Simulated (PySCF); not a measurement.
## Deuteron quadrupole couplings in `[SiH3]c1ccp(C2CC2)c1`

Species: C7H11PSi.
Z-matrix (Å and degrees, GFN2-xTB geometry), rows numbered from 1:
```
Si
C   1  1.8802
C   2  1.4493  1  122.10
C   3  1.3431  2  114.94  1  -178.60
P   4  1.8049  3  111.04  2    -5.79
C   5  1.8446  4  100.20  3   107.28
C   6  1.5004  5  118.18  4   170.13
C   7  1.4935  6   60.16  5  -108.09
C   2  1.3512  1  125.69  3  -178.57
H   1  1.4658  2  109.13  3   -62.59
H   1  1.4628  2  108.84  3   176.61
H   1  1.4665  2  108.70  3    56.60
H   3  1.0797  2  120.76  1    -0.00
H   4  1.0774  3  125.49  2  -179.04
H   6  1.0847  5  114.12  4   -44.31
H   7  1.0804  6  118.15  8   107.67
H   7  1.0800  6  118.01  8  -108.99
H   8  1.0803  6  118.24  7  -107.74
H   8  1.0799  6  118.02  7   108.86
H   9  1.0775  2  124.77  1    -2.19
```

Level: PBE0/pcSseg-1 (PySCF, non-relativistic); Q(2H) = 0.00286 b; rigid geometry, the same for H and D, with no vibrational averaging.

Task: Rank these positions by the coupling χzz of a deuteron there, largest first.
A. H15 (methine hydrogen)
B. H11 (Si–H hydrogen)
C. H17 (methylene hydrogen)
D. H20 (hydrogen on carbon)

Result: D (227 kHz), C (222 kHz), A (215 kHz), B (110 kHz).

Task: Tabulate Vzz, the asymmetry η and χzz = 234.96 MHz × Q × Vzz for every hydrogen position.

Result: 
| atom | bonded to | bond length (Å) | Vzz (au) | η | χzz (kHz) |
| --- | --- | --- | --- | --- | --- |
| H10 | Si1 | 1.466 | 0.1612 | 0.01 | 108 |
| H11 | Si1 | 1.463 | 0.1633 | 0.01 | 110 |
| H12 | Si1 | 1.467 | 0.1607 | 0.02 | 108 |
| H13 | C3 | 1.080 | 0.3296 | 0.06 | 222 |
| H14 | C4 | 1.077 | 0.3397 | 0.05 | 228 |
| H15 | C6 | 1.085 | 0.3203 | 0.08 | 215 |
| H16 | C7 | 1.080 | 0.3281 | 0.07 | 221 |
| H17 | C7 | 1.080 | 0.3311 | 0.07 | 222 |
| H18 | C8 | 1.080 | 0.3282 | 0.07 | 221 |
| H19 | C8 | 1.080 | 0.3312 | 0.07 | 223 |
| H20 | C9 | 1.078 | 0.3378 | 0.05 | 227 |

Task: Average by the element that carries the hydrogen.

Result: on Si: 109 kHz over 3 positions, mean bond length 1.465 Å; on C: 222 kHz over 8 positions, mean bond length 1.080 Å.

Task: Give the 2H NMR doublet splittings at H17 for a magnetic field along the z, y and x axes of the gradient: 3χ/2, 3χ(1 + η)/4, 3χ(1 − η)/4.

Result: With |χ| = 222.5 kHz and η = 0.070: 334, 178 and 155 kHz, to first order and without motion.

Isolated species at its GFN2-xTB geometry (one conformer only). GFN2-xTB bond lengths can be off by several hundredths of an ångström, more for odd bonds, and the gradients follow them. The basis is small and wasn't made for field gradients, so the couplings can be 20 % off.
